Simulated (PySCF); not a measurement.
**Pb(42+): ionisation energy**

Pb(42+) [Kr] 4d4 (5D) → Pb(43+) [Kr] 4d3 (4F), as a difference of total energies. All numbers are calculated (PySCF 2.14, no relativity, point nucleus, in an even-tempered Gaussian basis (17 s from 4.7 bohr⁻², ratio 2.5; 12 p from 6.1 bohr⁻², ratio 2.5; 9 d from 6.1 bohr⁻², ratio 2.5; 4 f from 27 bohr⁻², ratio 2.7; 3 g from 40 bohr⁻², ratio 2.7)). Correlated levels: outer shells: [Ar] 3d10 frozen; virtual orbitals above 40 to 60 times the deepest correlated orbital energy dropped. The calculations carry no spin-orbit coupling.

```csv
method,ionisation energy (eV)
UHF,2082.8
LDA,2084.3
PBE,2084.0
PBE0,2084.2
r2SCAN,2083.9
BP86,2084.1
B2PLYP,2083.5
MP2 (outer shells),2082.8
SCS-MP2 (outer shells),2082.5
```

Spin-orbit coupling is strong in these open shells (close to jj coupling). The scalar numbers leave it out and a first-order estimate fails, so it can dominate the gap to the real levels.

The gap to the reference is mostly relativistic.

For comparison: 2101 ± 4 eV (theoretical estimate listed by NIST; NIST Atomic Spectra Database, ionization energies).
